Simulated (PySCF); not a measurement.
Species: C₅H₉NO₃S.
Structure used (GFN2-xTB), in Å, numbered top down from 1:
```
atom  x, y, z in Å
C1     1.8487   -0.6409   -0.6352
S2     1.4460    0.8870    0.2783
O3     1.7964    2.0083   -0.5471
O4     2.0468    0.7963    1.5821
C5    -0.3793    0.9274    0.5230
C6    -0.7955   -0.2833    1.3486
N7    -1.2842   -1.2065    0.3537
C8    -1.4974   -0.6808   -0.8755
O9    -1.9323   -1.2797   -1.8265
C10   -1.0674    0.7822   -0.8188
H11    2.3626   -0.3422   -1.5396
H12    0.9476   -1.1871   -0.8767
H13    2.4985   -1.2306   -0.0018
H14   -0.5503    1.8780    1.0215
H15    0.0641   -0.6882    1.8920
H16   -1.5786   -0.0350    2.0761
H17   -1.5742   -2.1415    0.5888
H18   -0.4037    1.0375   -1.6451
H19   -1.9576    1.4083   -0.9052
```

Computed at PBE0/pcSseg-1 (PySCF, non-relativistic), with Q(33S) = −0.0678 b, Q(17O) = −0.0256 b, Q(14N) = 0.02044 b: S2, 33S (I = 3/2): χzz = -2.507 MHz, η = 0.960; O3, 17O (I = 5/2): χzz = -8.016 MHz, η = 0.154; O4, 17O (I = 5/2): χzz = -8.030 MHz, η = 0.139; N7, 14N (I = 1): χzz = -4.641 MHz, η = 0.105; O9, 17O (I = 5/2): χzz = 9.557 MHz, η = 0.020.

**Question.** Find the zero-field quadrupole resonance frequencies of 33S at S2.

**Answer.** From ν = (|χ|/2)√(1 + η²/3): ν = 1.433 MHz (sulfonyl sulfur).

**Question.** Where would the pure quadrupole (NQR) lines of 17O at O3 fall for the rigid, isolated species?

**Answer.** From the eigenvalues of H = χ/[4I(2I − 1)] × [3Iz² − I(I + 1) + η(Ix² − Iy²)], steps between neighbouring levels, labelled as for η = 0: ±1/2↔±3/2 1.233 MHz, ±3/2↔±5/2 2.393 MHz (sulfonyl oxygen).

**Question.** Find the zero-field quadrupole resonance frequencies of 17O at O4.

**Answer.** From the eigenvalues of H = χ/[4I(2I − 1)] × [3Iz² − I(I + 1) + η(Ix² − Iy²)], steps between neighbouring levels, labelled as for η = 0: ±1/2↔±3/2 1.230 MHz, ±3/2↔±5/2 2.400 MHz (sulfonyl oxygen).

**Question.** Find the zero-field quadrupole resonance frequencies of 14N at N7.

**Answer.** From ν± = (3/4)|χ|(1 ± η/3) and ν0 = |χ|η/2: ν+ 3.602 MHz, ν− 3.360 MHz, ν0 0.243 MHz (amide nitrogen).

**Question.** Where would the pure quadrupole (NQR) lines of 17O at O9 fall for the rigid, isolated species?

**Answer.** From the eigenvalues of H = χ/[4I(2I − 1)] × [3Iz² − I(I + 1) + η(Ix² − Iy²)], steps between neighbouring levels, labelled as for η = 0: ±1/2↔±3/2 1.434 MHz, ±3/2↔±5/2 2.867 MHz (amide oxygen).

In a crystal, neighbours and librations shift these lines. GFN2-xTB frequencies show an imaginary mode (115i cm⁻¹), so this geometry is no minimum at that level. GFN2-xTB bond lengths can be off by several hundredths of an ångström, more for odd bonds, and the gradients follow them. The small basis limits the accuracy of the gradients.

One conformer stands for the species.
